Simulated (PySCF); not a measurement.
# C₃H₄F₃NSi: full NMR table

| Item | Value |
| --- | --- |
| Formula | C3H4F3NSi |
| SMILES | N#C[C@H]([SiH3])C(F)(F)F |
| InChI | InChI=1S/C3H4F3NSi/c4-3(5,6)2(8)1-7/h2H,8H3/t2-/m0/s1 |
| Point group of the computed structure | C1 |
| Degrees of unsaturation | 2 |
| Carbon signals | 3 |
| Proton signals | 2 |

Mapped SMILES: `[N:1]#[C:2][C@H:3]([SiH3:4])[C:5]([F:6])([F:7])[F:8]`; H(Xn) means a hydrogen on atom n.

Computational details: geometry from GFN2-xTB, GIAO PBE0/pcSseg-1 shieldings, in PySCF (rapidly exchanging positions averaged, in vacuum, relativity neglected, one computed conformer).

δ = σ(ref) − σ, references computed at the same level: TMS for ¹H, ¹³C, ²⁹Si; CFCl3 for ¹⁹F; NH3 for ¹⁵N.

| carbon | δC, type | δH (multiplicity) | HMBC from (2–3 bonds) | span of the C tensor (ppm) |
| --- | --- | --- | --- | --- |
| C2 | 118.1, C | – | H(Si4), H(C3) | 340 |
| C3 | 21.7, CH | 2.77 (m) | H(Si4) | 35 |
| C5 | 134.7, C | – | H(Si4), H(C3) | 10 |

Other nuclei:
```csv
atoms,nucleus,environment,δ (ppm),σ (ppm)
H(Si4),¹H,hydrogen on a silicon bonded to C,4.27,27.45
F6/F7/F8,¹⁹F,fluorine of a CF3 group,-72.6,243.5
Si4,²⁹Si,"silicon bonded to C, 3 H",-62.3,411.5
N1,¹⁵N,nitrile nitrogen,311.6,-43.9
```

- Carbon types of the structure: 2 × C, 1 × CH, leaving 3 H on heteroatoms.
- δC 134.7: CF3 carbon; 3 electronegative neighbours deshield it.
- δC 118.1: nitrile carbon; this is the usual window of a C≡N carbon, which has no attached hydrogen.
- δC 21.7: sp3 CH bonded to Si, α to a nitrile.
- δH 4.27: hydrogen on a silicon bonded to C.
- δH 2.77: hydrogen on an sp3 CH bonded to Si, α to a nitrile.

Splittings by ¹⁹F in the carbon and heteronuclear signals aren't shown, as no couplings were computed. Shifts are as computed. Against solution values, carbons near 30 ppm lie about +3 ppm off and those near 130 ppm about +5 ppm. Of 1211 compounds with measured shifts, 218 miss one by over three times the rms of a fit or turn the order of signals round; such compounds aren't used in these exercises. Unscaled 19F shifts against computed CFCl3 carry errors that often reach 10 to 50 ppm. Experimental scales use liquid or dissolved standards, which lie at an offset from isolated NH3 (liquid NH3: subtract about 20 ppm). Unscaled 15N shifts of sp2 nitrogen come out 20 to 40 ppm too high even then. No couplings were computed; multiplicities are counted from neighbouring protons, with m where these are inequivalent, close in shift, in a saturated or five-membered ring or joined by F or P, and br s for small geminal =CH2 splittings.
